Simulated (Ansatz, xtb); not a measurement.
Relative energy of two isomers of C4H2BrNO

Structure X: `N#C/C=C(\Br)C=O`, a singlet. Structure Y: `N#CC(=C=O)CBr`, a singlet. Both are isolated molecules in the gas phase, relaxed with r2SCAN-D4/def2-SVP; the shapes shown needn't be the lowest conformers.

X (Å):

```xyz
9

C    -2.4661   -0.4678    1.5288
C    -2.3662   -0.3426    0.1252
C    -1.2289   -0.5038   -0.5950
C    -1.2526   -0.3440   -2.0831
Br    0.4316   -0.9279    0.1651
N    -2.5760   -0.5654    2.6867
O    -2.2625   -0.0718   -2.6840
H    -3.2703   -0.0953   -0.4472
H    -0.2662   -0.4964   -2.5868
```

Y (Å):

```xyz
9

C     0.8347   -1.0677   -0.7172
C    -0.2528   -1.9783   -0.6374
C    -0.0913   -3.1015    0.0776
C    -1.5870   -1.6698   -1.2473
Br   -2.6520   -0.3947   -0.1781
N     1.7127   -0.3048   -0.8121
O     0.0259   -4.0888    0.6685
H    -1.4535   -1.1926   -2.2258
H    -2.2056   -2.5688   -1.3549
```

Problem. Estimate E(Y) − E(X) at the level CCSD(T)/def2-SVP + ΔMP2/def2-TZVPP.

Solution. Too close to call at this level: CCSD(T)/def2-SVP + ΔMP2/def2-TZVPP gives E(Y) − E(X) = +1.58 kJ/mol.

Level by level:

```json
{"level": "GFN2-xTB", "geometry": "GFN2-xTB", "E(Y) − E(X) (kJ/mol)": "−45.11", "departure from the last row (kJ/mol)": "−46.69", "job, with rough time for the two": "optimisation, 0.18 s"}
{"level": "HF/STO-3G", "geometry": "GFN2-xTB", "E(Y) − E(X) (kJ/mol)": "−3.39", "departure from the last row (kJ/mol)": "−4.97", "job, with rough time for the two": "single point, 0.82 s"}
{"level": "r2SCAN-D4/def2-SVP//GFN2-xTB", "geometry": "GFN2-xTB", "E(Y) − E(X) (kJ/mol)": "−2.92", "departure from the last row (kJ/mol)": "−4.50", "job, with rough time for the two": "single point, 4.2 s"}
{"level": "r2SCAN-D4/def2-SVP", "geometry": "r2SCAN-D4/def2-SVP", "E(Y) − E(X) (kJ/mol)": "−6.03", "departure from the last row (kJ/mol)": "−7.61", "job, with rough time for the two": "optimisation, 55 s"}
{"level": "HF/def2-SVP", "geometry": "r2SCAN-D4/def2-SVP", "E(Y) − E(X) (kJ/mol)": "−9.55", "departure from the last row (kJ/mol)": "−11.13", "job, with rough time for the two": "part of the CCSD(T) run"}
{"level": "MP2/def2-SVP", "geometry": "r2SCAN-D4/def2-SVP", "E(Y) − E(X) (kJ/mol)": "−8.58", "departure from the last row (kJ/mol)": "−10.16", "job, with rough time for the two": "part of the CCSD(T) run"}
{"level": "CCSD(T)/def2-SVP", "geometry": "r2SCAN-D4/def2-SVP", "E(Y) − E(X) (kJ/mol)": "+0.78", "departure from the last row (kJ/mol)": "−0.80", "job, with rough time for the two": "single point"}
{"level": "CCSD(T)/def2-SVP + ΔMP2/def2-TZVPP", "geometry": "r2SCAN-D4/def2-SVP", "E(Y) − E(X) (kJ/mol)": "+1.58", "departure from the last row (kJ/mol)": "", "job, with rough time for the two": "single point, 76 s"}
```

As drawn, both hold the same kinds of bond in the same numbers.

The largest departure from CCSD(T)/def2-SVP + ΔMP2/def2-TZVPP is that of GFN2-xTB, 46.69 kJ/mol. The last row adds to CCSD(T) the change of the MP2 difference between the two basis sets, here +0.80 kJ/mol.

With thermal terms from frequencies at re-optimised GFN2-xTB minima (ideal gas, soft modes damped towards free rotors, one conformer each, 298.15 K, 1 atm): the zero-point term adds +3.85 kJ/mol; ΔH is +5.69 and ΔG +4.44 kJ/mol.

The correlated steps freeze 15 core orbitals; the filled d shell of Br is correlated, in a basis made for valence electrons. Codes used: Ansatz 0.2.0, xtb 6.7.1; the last row on 2 threads of Intel(R) Xeon(R) Processor @ 2.70GHz on a shared host.
